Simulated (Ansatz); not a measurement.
Stepwise reaction of `[F][Al]([F])[SH]` with hydrogen, as a gas-phase model of exchange steps in deposition or etching. ΔE in kJ/mol; ΔG adds harmonic PBE0-D4 terms to CCSD(T)/CBS, at 1 bar.

Computed with Ansatz on PBE0-D4/def2-TZVP structures; ΔE is electronic, products minus reactants. CCSD(T)/CBS adds triple-zeta CCSD(T) − MP2 to the extrapolated MP2 energy (def2 sets, frozen cores). This one scheme is used for every species. Functionals use def2-TZVPP. B3LYP here is the variant with VWN-RPA as its local correlation; programs differ in this. Each species was taken in one conformer, which may not be the lowest.

```json
{"step": "2", "reaction": "`[F][AlH][SH]` + H₂ → `[AlH2][SH]` + H–F", "PBE-D4": "160.8", "B3LYP-D4": "168.5", "ωB97M-V": "166.6", "CCSD(T)/CBS": "166.1", "ΔG(400 K)": "165.4"}
```

(1) Give the row of step 1, `[F][Al]([F])[SH]` + H₂ → `[F][AlH][SH]` + H–F. (An estimate is asked.)

(2) By hand: ΔE of the 2 steps together at CCSD(T)/CBS.

Results:

(1) Computed: 
```
step                                        reaction  PBE-D4  B3LYP-D4  ωB97M-V  CCSD(T)/CBS  ΔG(400 K)
   1  `[F][Al]([F])[SH]` + H₂ → `[F][AlH][SH]` + H–F   152.0     160.2    157.4        158.2      157.1
```

(2) (158.2) + (166.1) = 324.3 kJ/mol, or 162.1 kJ/mol a step.

In ΔE each step is higher than the one before. All are uphill at CCSD(T)/CBS. ΔG lies between 157.1 and 165.4 kJ/mol a step. PBE-D4 differs from CCSD(T)/CBS by -6.2 to -5.3 kJ/mol a step. Isolated molecules leave out the surface, adducts and barriers. Largest T1 diagnostic: 0.012.
